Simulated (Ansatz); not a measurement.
Born–Oppenheimer molecular dynamics of BH$_{2}$IO (5 atoms, charge 0, multiplicity 1). It starts at the highest image of a converged band. Of that band: Neighbouring images differ by up to 1.3 eV, so the band resolves the path poorly. A vibrational analysis at the climbing image gives one clearly imaginary mode, 1378i cm⁻¹: a first-order saddle point.

These are results of UKS B3LYP/def2-SVP (Ansatz), not measurements.

```
ensemble                      : NVE (velocity Verlet)
time step                     : 0.5 fs
steps asked                   : 200
starting velocities drawn for : 100 K
seed                          : 12206
```

First frame:

```xyz
5
Properties=species:S:1:pos:R:3
O -0.554 -1.026 -0.288
B 0.537 -0.610 0.143
I -0.553 1.977 -0.074
H -1.028 0.177 -0.383
H 1.648 -0.590 0.560
```

Task: How far do the bonds stretch over the last three quarters of this one trajectory? (Pairs bonded in most of those frames.)

Result: 
```
 bond  mean (Å)  spread (Å)  shortest  longest
O1–B2     1.351       0.061      1.22     1.46
O1–H4     0.984       0.052      0.90     1.09
B2–I3     2.358       0.265      1.96     2.69
B2–H5     1.220       0.040      1.13     1.29
```

Mean temperature of the second half: 2044 K. The conserved energy stayed within 0.78 meV per atom of its start (net change 0.38 meV per atom), so the integration is sound. The system heated up, since it started high on the potential surface and ran downhill. A run of 0.1 ps of so small a system gives no equilibrium averages. The orbitals stay closed-shell, which can raise the energy where a bond breaks towards radicals; this wasn't checked here.

The run took 11 min on 1 thread of Arm Neoverse V1, on a shared host, peak memory 0.16 GiB.
